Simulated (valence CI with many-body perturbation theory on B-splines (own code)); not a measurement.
Values are calculated unless marked as measured or tabulated.
## Level structure of I XXX

Method: valence CI with perturbative core correlation (CI+MBPT): six valence electrons over a frozen Dirac-Fock core [Ar], radial functions for each j: 7 s, 7 p, 8 d, 6 f, 4 g, 1 h, with the one-electron correlation potential Σ1 (screened to all orders), the two-electron term Σ2, the three-electron term Σ3, Breit, model QED; selected single and double excitations, second order for the rest, scaled by the run's own slope (own B-spline code, finite nucleus).

The last digits are not significant, and no measured levels were compared; by estimate large intervals hold to a few tenths of a per cent, small ones and those within an open d or f shell to about a per cent. Core correlation moves these levels by up to 9800 cm⁻¹, and in measured spectra 5 to 20 % of such shifts remained as error; rates that hang on mixing are uncertain with them. Among the levels kept, up to 960 cm⁻¹ of a level comes from second order outside the variational space, and about a tenth of that is noise between levels of different J, which matters for small intervals. Only levels of the ground parity were solved; by the run's estimate the other parity begins above the list, which can be wrong where configurations are misplaced.

Levels 1 to 34 of 34, with energies above the lowest level, (3d3/2^4 3d5/2^2) J=4. "Leading %" is the weight of the configuration and term that name the level; weights of strongly mixed levels are sums over their largest components and can fall short. In the jj column 3d3/2^4 stands for four electrons in 3d with j = 3/2.

```csv
No.,Configuration,Term,J,E (cm⁻¹),Leading %,Second component,g,Leading jj
1,3d6,5D,4,0,64,27 % 3d6 3F,1.382,3d3/2^4 3d5/2^2 (76 %)
2,3d6,3P,2,36381,42,35 % 3d6 5D,1.391,3d3/2^4 3d5/2^2 (80 %)
3,3d6,5D,3,72760,84,10 % 3d6 3F,1.439,3d3/2^3 3d5/2^3 (84 %)
4,3d6,5D,0,82425,53,31 % 3d6 3P,,3d3/2^4 3d5/2^2 (50 %)
5,3d6,5D,1,93733,70,23 % 3d6 3P,1.428,3d3/2^3 3d5/2^3 (85 %)
6,3d6,3H,4,107960,24,24 % 3d6 5D,1.099,3d3/2^3 3d5/2^3 (74 %)
7,3d6,3H,6,140520,78,22 % 3d6 1I,1.125,3d3/2^3 3d5/2^3 (96 %)
8,3d6,3G,5,140570,54,46 % 3d6 3H,1.119,3d3/2^3 3d5/2^3 (99 %)
9,3d6,3F,2,165050,45,29 % 3d6 1D,0.970,3d3/2^3 3d5/2^3 (62 %)
10,3d6,3F,3,168930,41,33 % 3d6 3G,1.019,3d3/2^3 3d5/2^3 (87 %)
11,3d6,5D,2,181860,38,35 % 3d6 3P,1.296,3d3/2^2 3d5/2^4 (68 %)
12,3d6,3H,4,215930,36,32 % 3d6 3G,0.987,3d3/2^2 3d5/2^4 (50 %)
13,3d6,1S,0,217780,52,39 % 3d6 5D,,3d3/2^2 3d5/2^4 (73 %)
14,3d6,3D,1,223380,65,26 % 3d6 3P,0.846,3d3/2^3 3d5/2^3 (76 %)
15,3d6,3D,2,226120,56,26 % 3d6 3P,1.174,3d3/2^3 3d5/2^3 (56 %)
16,3d6,3F,4,230100,38,25 % 3d6 3G,1.103,3d3/2^2 3d5/2^4 (71 %)
17,3d6,3P,0,243700,94,6 % 3d6 1S,,3d3/2^3 3d5/2^3 (55 %)
18,3d6,3H,5,244120,54,46 % 3d6 3G,1.105,3d3/2^2 3d5/2^4 (99 %)
19,3d6,3D,3,248540,57,31 % 3d6 3F,1.238,3d3/2^3 3d5/2^3 (52 %)
20,3d6,1F,3,260540,55,33 % 3d6 3F,1.031,3d3/2^3 3d5/2^3 (49 %)
21,3d6,1I,6,266480,78,22 % 3d6 3H,1.032,3d3/2^2 3d5/2^4 (96 %)
22,3d6,3G,3,272170,48,34 % 3d6 3F,0.933,3d3/2^2 3d5/2^4 (72 %)
23,3d6,3P,1,302640,71,26 % 3d6 3D,1.232,3d3/2^2 3d5/2^4 (65 %)
24,3d6,1G,4,312550,64,25 % 3d6 3F,1.044,3d3/2^2 3d5/2^4 (64 %)
25,3d6,1D,2,312650,46,27 % 3d6 3P,1.050,3d3/2^2 3d5/2^4 (71 %)
26,3d6,3P,1,341340,80,18 % 3d6 5D,1.477,3d3/2 3d5/2^5 (61 %)
27,3d6,3F,2,365740,84,8 % 3d6 3D,0.757,3d3/2^2 3d5/2^4 (88 %)
28,3d6,3F,4,367670,71,12 % 3d6 3G,1.172,3d3/2^2 3d5/2^4 (63 %)
29,3d6,1G,4,421790,71,17 % 3d6 3F,1.029,3d3/2 3d5/2^5 (48 %)
30,3d6,3P,2,432900,62,18 % 3d6 1D,1.323,3d3/2 3d5/2^5 (78 %)
31,3d6,3F,3,437910,50,28 % 3d6 1F,1.063,3d3/2 3d5/2^5 (86 %)
32,3d6,3P,0,452080,56,36 % 3d6 1S,,3d5/2^6 (80 %)
33,3d6,1D,2,489150,93,,1.002,3d3/2^2 3d5/2^4 (85 %)
34,3d6,1S,0,613970,89,10 % 3d6 3P,,3d3/2^2 3d5/2^4 (76 %)
```

The ionisation energy to 3d5 6S_5/2 of the next ion comes out as 1720.9 eV (NIST: 1720 ± 4 eV (theoretical)). All 34 levels together are meant to be complete up to 638530 cm⁻¹.
